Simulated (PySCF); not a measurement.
Correlation energy of Sn⁺ (tin, charge +1)

Starting occupation: [Kr] 4d10 5s1 5p2, 5s1/2 with m_j = +1/2, 5p3/2 with m_j = +1/2, +3/2. Calculation: PySCF 2.14, in x2c-TZVPall-2c; X2C-1e with screened-nucleus spin-orbit coupling, Gaussian nucleus. Frozen: [Ar] 3d10; 21 electrons correlated; the 6 highest virtual spinors left out.

MP2 pair energies summed by pair of shells (mhartree):

| pair | energy | share (%) |
| --- | --- | --- |
| 4d-4d | -165.10 | 47.8 |
| 4d-4p | -61.56 | 17.8 |
| 4d-5p | -34.03 | 9.8 |
| 4d-5s | -22.18 | 6.4 |
| 4p-4p | -20.58 | 6.0 |
| 4d-4s | -14.66 | 4.2 |
| 4p-4s | -10.24 | 3.0 |
| 5p-5p | -4.12 | 1.2 |
| 5p-5s | -3.93 | 1.1 |
| 4p-5p | -3.39 | 1.0 |
| 4p-5s | -3.28 | 1.0 |
| 4s-4s | -1.68 | 0.5 |
| 4s-5p | -0.42 | 0.1 |
| 4s-5s | -0.35 | 0.1 |

Total MP2 correlation energy: -345.52 mhartree.

The GHF reference relaxed away from the jj start to a determinant that is no pure jj level (⟨S²⟩ = 3.75, ⟨J²⟩ = 8.76); the energies belong to that determinant.

This basis was not built for core-valence correlation, so the inner-shell part is incomplete.
